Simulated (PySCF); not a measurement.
Computed with TPSSh-D3(BJ)/def2-TZVP // CAM-B3LYP-D3(BJ)/def2-TZVP (PySCF 2.14.0). Isolated molecules, 0 K electronic values unless said otherwise. One relaxed conformer stands for a flexible species; it need not be the lowest. Delta-SCF ions had no search for a lower state. Excitations are Tamm–Dancoff values on a coarser integration grid. The basis has no diffuse functions, so Rydberg states are missing or too high.

Reference species (SMILES): `B/C=C\CC#N` (neutral, multiplicity 1).

```
Item                                      Result
--------------------------------------  --------
HOMO–LUMO gap                            5.13 eV
S1 excitation (TDA)                      5.04 eV
vertical ionisation energy (Delta-SCF)  10.62 eV
```

Changed species: `B/C(C#N)=C/C`.

**Question.** Predict the effect on the HOMO–LUMO gap, S1 excitation (TDA) and vertical ionisation energy (Delta-SCF).

**Answer.** the HOMO–LUMO gap decreases by 0.45 eV, to 4.68 eV; the S1 excitation (TDA) falls by 0.06 eV, to 4.98 eV; the vertical ionisation energy (Delta-SCF) decreases by 0.42 eV, to 10.20 eV.
